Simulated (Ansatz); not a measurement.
Ansatz (a program for electronic structure) input:

Ansatz 0.2 input:
```yaml
crystal:
  periodic: [false, false, false]
  atoms:
    - {symbol: Y, position_ang: [0.85779029, 0.24859026, -0.22299644]}
    - {symbol: O, position_ang: [-0.33476254, 1.42857184, -1.06550707]}
    - {symbol: Cl, position_ang: [-0.58269523, -1.65775159, 1.24787853]}
basis:
  gaussian:
    orbitals: def2-TZVP
hamiltonian:
  xc: b3lyp
  dispersion: d3bj
total_charge: -1
magnetization: {spin_polarized: true, initial_magnetization: 1}
relax: {f_tol: 0.002, max_steps: 150}
```

Question: Which total energy does the run end on?

Answer: -573.98603 Eh (B3LYP-D3(BJ)/def2-TZVP). The basis has 108 functions.

The spin state was set by rule; other spins were not relaxed.
